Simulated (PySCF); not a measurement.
# Ga⁺ (gallium, charge +1) across methods

[Ar] 3d9 4s2 5s1, high-spin 3D determinant (an excited configuration). Calculation: PySCF 2.14, in aug-cc-pVTZ-DK; the spin-free X2C one-electron Hamiltonian (Gaussian nucleus).

```json
{"method": "UHF", "E (hartree)": "-1940.95657", "mean ε 4s α (eV)": "-26.407", "mean ε 4s β (eV)": "-25.896", "mean ε 5s α (eV)": "-7.675", "Σ⟨r²⟩ (bohr²)": "55.03", "⟨S²⟩": "2.000"}
{"method": "PBE0", "E (hartree)": "-1942.262", "mean ε 4s α (eV)": "-24.076", "mean ε 4s β (eV)": "-23.730", "mean ε 5s α (eV)": "-6.971", "Σ⟨r²⟩ (bohr²)": "51.45", "⟨S²⟩": "2.000"}
{"method": "B3LYP", "E (hartree)": "-1942.568", "mean ε 4s α (eV)": "-24.051", "mean ε 4s β (eV)": "-23.796", "mean ε 5s α (eV)": "-6.795", "Σ⟨r²⟩ (bohr²)": "51.25", "⟨S²⟩": "2.000"}
{"method": "LDA", "E (hartree)": "-1939.330", "mean ε 4s α (eV)": "-23.455", "mean ε 4s β (eV)": "-23.137", "mean ε 5s α (eV)": "-6.533", "Σ⟨r²⟩ (bohr²)": "50.73", "⟨S²⟩": "2.000"}
{"method": "revPBE", "E (hartree)": "-1942.405", "mean ε 4s α (eV)": "-22.897", "mean ε 4s β (eV)": "-22.615", "mean ε 5s α (eV)": "-6.616", "Σ⟨r²⟩ (bohr²)": "51.02", "⟨S²⟩": "2.000"}
{"method": "TPSS", "E (hartree)": "-1942.497", "mean ε 4s α (eV)": "-22.941", "mean ε 4s β (eV)": "-22.668", "mean ε 5s α (eV)": "-6.571", "Σ⟨r²⟩ (bohr²)": "50.97", "⟨S²⟩": "2.000"}
{"method": "r2SCAN", "E (hartree)": "-1942.472", "mean ε 4s α (eV)": "-23.192", "mean ε 4s β (eV)": "-23.112", "mean ε 5s α (eV)": "-6.538", "Σ⟨r²⟩ (bohr²)": "51.33", "⟨S²⟩": "2.000"}
{"method": "CAM-B3LYP", "E (hartree)": "-1942.642", "mean ε 4s α (eV)": "-25.680", "mean ε 4s β (eV)": "-25.406", "mean ε 5s α (eV)": "-7.453", "Σ⟨r²⟩ (bohr²)": "51.82", "⟨S²⟩": "2.000"}
```

Q: Estimate the same row for PBE.

A: E (hartree) = -1942.237; mean ε 4s α (eV) = -23.048; mean ε 4s β (eV) = -22.733; mean ε 5s α (eV) = -6.602; Σ⟨r²⟩ (bohr²) = 50.96; ⟨S²⟩ = 2.000.

The outer electron is Rydberg-like, and this basis confines it to a smaller radius and binds it less than a complete one would.
